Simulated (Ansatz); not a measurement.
Two isomers of CH6GeTe: A = `C[Te][GeH3]`, B = `[GeH3][CH2][TeH]`.

Computed with Ansatz on PBE0-D4/def2-TZVP structures; ΔE is electronic, products minus reactants. CBS: MP2 limit from def2 TZ/QZ plus the TZ coupled-cluster correction, frozen cores. DFT in def2-TZVPP. Elements past krypton have def2 core potentials. For Ge, Te outer-core shells are correlated without core-valence functions, which leaves a few kJ/mol of doubt a bond. Scalar relativity is left out up to krypton.

Q: Which is lower in electronic energy at CCSD(T)/CBS, and by how much? (An estimate is asked.)

A: The calculation gave: A, by 18.3 kcal/mol.

Q: Give E(B) − E(A) in kcal/mol with PBE-D4, MP2/def2-TZVPP, ωB97M-V, B2PLYP, CCSD/def2-TZVPP, r2SCAN-D4, CCSD(T)/def2-TZVPP. (Estimate.)

A: The calculation gave: PBE-D4 20.0, MP2/def2-TZVPP 18.1, ωB97M-V 18.8, B2PLYP 19.3, CCSD/def2-TZVPP 17.4, r2SCAN-D4 20.0, CCSD(T)/def2-TZVPP 17.2. None reverses the order clearly.

Largest T1 diagnostic: 0.011.

In def2-TZVPP, CCSD(T) changes the Hartree–Fock value by −3.1 kcal/mol (the triples alone add −0.1 kcal/mol) and MP2 by −2.2 kcal/mol.
